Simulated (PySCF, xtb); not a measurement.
Si(Cl)(H)2(NHMe) (CH₆ClNSi), SMILES CN[SiH2]Cl. The values are those of a single conformer.

Harmonic wavenumbers (cm⁻¹) from GFN2-xTB in xtb 6.7.1 at its own minimum, in rising order: 89, 130, 155, 288, 441, 515, 518, 581, 728, 814, 829, 1069, 1109, 1167, 1362, 1424, 1491, 1501, 2199, 2274, 2919, 2981, 3036, 3440.

Question: What does PBE-D3(BJ)/def2-SVP in PySCF 2.14.0 give at its own minimum? (Estimate from the structure and the level; the computed values follow.)

Answer: 77, 139, 224, 282, 466, 508, 598, 738, 789, 874, 882, 1064, 1100, 1134, 1350, 1398, 1414, 1445, 2189, 2203, 2926, 3002, 3045, 3504. Paired by order, the mean absolute difference is 39 cm⁻¹ and the zero-point energies are 44.4 and 44.8 kcal/mol.
